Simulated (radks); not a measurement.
Results of a calculation; reference values are marked as such.
Minus the highest occupied eigenvalue as an estimate of the ionisation energy, Bi60+ to Bi79+. The LB94 potential has the -1/r tail that LDA and GGA lack but no energy functional. Code: a radial shooting solver on a logarithmic mesh with Libxc functionals. Model: Dirac Kohn-Sham, LB94 model potential, spin-unpolarised, spherical densities, finite nucleus; open shells fill j = l - 1/2 first; Fermi nuclear charge, rms radius 5.5211 fm.

Bi60+: configuration [Ar] 3d5; HOMO 3d5/2; -e(HOMO) (eV) 6338.1; <r> (bohr) 0.149; IE, NIST (eV) 6358; kind theory
Bi61+: configuration [Ar] 3d4; HOMO 3d3/2; -e(HOMO) (eV) 6626.7; <r> (bohr) 0.144; IE, NIST (eV) 6648; kind theory
Bi62+: configuration [Ar] 3d3; HOMO 3d3/2; -e(HOMO) (eV) 6789.4; <r> (bohr) 0.143; IE, NIST (eV) 6804; kind theory
Bi63+: configuration [Ar] 3d2; HOMO 3d3/2; -e(HOMO) (eV) 6953.6; <r> (bohr) 0.142; IE, NIST (eV) 6977; kind theory
Bi64+: configuration [Ar] 3d1; HOMO 3d3/2; -e(HOMO) (eV) 7119.3; <r> (bohr) 0.141; IE, NIST (eV) 7137; kind theory
Bi65+: configuration [Ar]; HOMO 3p3/2; -e(HOMO) (eV) 7581.1; <r> (bohr) 0.164; IE, NIST (eV) 7580; kind theory
Bi66+: configuration [Ne] 3s2 3p5; HOMO 3p3/2; -e(HOMO) (eV) 7725.1; <r> (bohr) 0.163; IE, NIST (eV) 7720; kind theory
Bi67+: configuration [Ne] 3s2 3p4; HOMO 3p3/2; -e(HOMO) (eV) 7870.0; <r> (bohr) 0.163; IE, NIST (eV) 7870; kind theory
Bi68+: configuration [Ne] 3s2 3p3; HOMO 3p3/2; -e(HOMO) (eV) 8015.8; <r> (bohr) 0.162; IE, NIST (eV) 8010; kind theory
Bi69+: configuration [Ne] 3s2 3p2; HOMO 3p1/2; -e(HOMO) (eV) 8808.1; <r> (bohr) 0.148; IE, NIST (eV) 8780; kind theory
Bi70+: configuration [Ne] 3s2 3p1; HOMO 3p1/2; -e(HOMO) (eV) 8968.1; <r> (bohr) 0.147; IE, NIST (eV) 8950; kind theory
Bi71+: configuration [Ne] 3s2; HOMO 3s1/2; -e(HOMO) (eV) 9310.6; <r> (bohr) 0.157; IE, NIST (eV) 9270; kind theory
Bi72+: configuration [Ne] 3s1; HOMO 3s1/2; -e(HOMO) (eV) 9461.2; <r> (bohr) 0.156; IE, NIST (eV) 9430; kind theory
Bi73+: configuration [Ne]; HOMO 2p3/2; -e(HOMO) (eV) 20104; <r> (bohr) 0.0617; IE, NIST (eV) 20130; kind theory
Bi74+: configuration [He] 2s2 2p5; HOMO 2p3/2; -e(HOMO) (eV) 20488; <r> (bohr) 0.0613; IE, NIST (eV) 20500; kind theory
Bi75+: configuration [He] 2s2 2p4; HOMO 2p3/2; -e(HOMO) (eV) 20875; <r> (bohr) 0.0610; IE, NIST (eV) 20920; kind theory
Bi76+: configuration [He] 2s2 2p3; HOMO 2p3/2; -e(HOMO) (eV) 21264; <r> (bohr) 0.0606; IE, NIST (eV) 21300; kind theory
Bi77+: configuration [He] 2s2 2p2; HOMO 2p1/2; -e(HOMO) (eV) 24185; <r> (bohr) 0.0519; IE, NIST (eV) 24150; kind theory
Bi78+: configuration [He] 2s2 2p1; HOMO 2p1/2; -e(HOMO) (eV) 24639; <r> (bohr) 0.0515; IE, NIST (eV) 24640; kind theory
Bi79+: configuration [He] 2s2; HOMO 2s1/2; -e(HOMO) (eV) 25316; <r> (bohr) 0.0632; IE, NIST (eV) 25260; kind theory

Reference values: NIST Atomic Spectra Database (exp. = measured, semi-emp. = semi-empirical, theory = theoretical value adopted there). Spin polarisation and multiplet splitting are left out.

Beside tabulated values, note that spin-unpolarised runs miss the spin-polarisation part of the exchange energy of open shells.
